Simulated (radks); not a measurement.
Species: the lead ion Pb66+. Configuration: [Ne] 3s2 3p4 (the NIST ground configuration). Method: scalar-relativistic Kohn-Sham, LB94 model potential, spin-polarised, spherical densities, finite nucleus; open shells are filled with parallel spins first (spin-orbit coupling, left out, can overturn this in heavy ions); Fermi nuclear charge, rms radius 5.5012 fm; computed with a radial shooting solver on a logarithmic mesh with Libxc functionals. Some entries of the table are withheld. Estimate them.

orbital,occ.,eigenvalue (hartree),r(max) (bohr)
1s up,1,-3451.455,0.009839
1s down,1,-3451.444,0.009838
2s up,1,-779.5571,(1)
2s down,1,-779.4461,(2)
2p up,3,-698.2859,0.04729
2p down,3,-698.0680,0.04731
3s up,1,-311.0032,0.1542
3s down,1,-310.4568,0.1541
3p up,3,-287.3385,0.1525
3p down,1,-286.8254,0.1523

Answer. 
(1) 2s up r(max) (bohr): 0.05687
(2) 2s down r(max) (bohr): 0.05689
